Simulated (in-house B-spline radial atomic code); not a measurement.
Atomic self-consistent-field run: Ce3+ (an excited or competing configuration). Level of theory: Dirac-Hartree-Fock, average of the jj configuration, Fermi nucleus of rms radius 4.8771 fm; calculated with an all-electron radial atomic-structure program (B-spline basis).

In the input, a minus or plus after the letter marks the j = l - 1/2 or j = l + 1/2 subshell.

Command:
```bash
python run_scf.py task.json out
```
Settings (nuclear radius in fm, mass in u):
```
Z                58
configuration    1s2 2s2 2p6 3s2 3p6 3d10 4s2 4p6 4d-3 4d+6 4f+1 5s2 5p6 8s1
hamiltonian      dirac
method           hf
spin_polarised   False
nucleus          fermi
rms_radius       4.8771
atomic_mass      139.90545
speed_of_light   137.035999084
```

Output (hartree, bohr):
```
 radial grid: 81 intervals, B-splines of order 8, outer radius 60 bohr

 iter        energy (Eh)    residual
    1       -8841.275658    6.04e-01
    2       -8851.714094    3.42e-01
    3       -8854.523570    9.66e-02
    4       -8854.757374    3.52e-02
    5       -8854.777375    1.26e-02
    6       -8854.781123    1.25e-03
    7       -8854.781141    4.29e-04
    8       -8854.781143    4.55e-05
    9       -8854.781143    1.03e-06
   10       -8854.781143    4.46e-08

 total energy                     -8854.78114
 kinetic                            9499.6189
 electron-nucleus                 -21485.2884
 electron-electron                  3130.8883

 first-order corrections (not in the total)
   Gaunt                             8.2541
   retardation                      -0.8606
   frequency dependence             -0.0946
   self-energy                       5.6770
   Uehling                          -0.8368
   Wichmann-Kroll                    0.0224
   recoil                            0.0230

 orbital      occ     eigenvalue          <r>       <r^2>       <1/r>     <1/r^3>       <r^4>       r_max    small
 1s1/2      2.000     -1496.6597    0.0245686 0.000820607     63.3409           - 1.77718e-06     0.01574  4.61e-02
 2s1/2      2.000      -245.0949     0.104622   0.0129776     14.9536           - 0.000291798     0.08912  1.00e-02
 2p1/2      2.000      -230.8762    0.0880351  0.00955474     14.8952           - 0.000185066     0.06806  1.00e-02
 2p3/2      4.000      -214.4311    0.0941992   0.0108096     13.5019     7069.01 0.000230461     0.07328  9.43e-03
 3s1/2      2.000       -55.8236     0.276972   0.0877845     5.41707           -   0.0116866      0.2541  3.10e-03
 3p1/2      2.000       -49.7730     0.267134   0.0829159     5.31928           -    0.010914      0.2413  3.03e-03
 3p3/2      4.000       -46.4710     0.279043   0.0902883     4.97489     1441.46   0.0128862      0.2524  2.87e-03
 3d3/2      4.000       -36.0064     0.250818   0.0741918     4.82141     234.413  0.00992268      0.2034  2.72e-03
 3d5/2      6.000       -35.3488     0.254228   0.0760523     4.73863     213.975   0.0103528      0.2064  2.68e-03
 4s1/2      2.000       -13.2673     0.633445    0.451873     2.23331           -    0.294933       0.591  9.41e-04
 4p1/2      2.000       -10.8373     0.652129    0.482498     2.12904           -    0.345345      0.6007  8.75e-04
 4p3/2      4.000       -10.2224     0.676944    0.519752     2.02424     306.412    0.400581      0.6236  8.30e-04
 4d3/2      3.000        -6.2674     0.729225    0.614486      1.8109     42.0514    0.605798      0.6445  6.89e-04
 4d5/2      6.000        -6.1924     0.738544     0.62979     1.78025     37.6763     0.63562      0.6522  6.72e-04
 4f7/2      1.000        -2.0461     0.927655     1.05398     1.34481     5.12834     2.32507      0.6857  4.04e-04
 5s1/2      2.000        -3.1825      1.47068     2.41437    0.896768           -     8.32481       1.347  2.17e-04
 5p1/2      2.000        -2.3985       1.6068      2.8934    0.813674           -     12.1693       1.453  1.84e-04
 5p3/2      4.000        -2.2817      1.66333     3.09899    0.780821     49.3467     13.9312       1.505  1.74e-04
 8s1/2      1.000        -0.3212      9.42482     98.6856    0.141283           -       12760       9.939  1.27e-05
```

Time taken, with all properties: 1.4 s on 1 thread of Arm Neoverse V2, on a shared host.

For the Dirac Hamiltonian the kinetic term is c α·p + (β - 1)c².
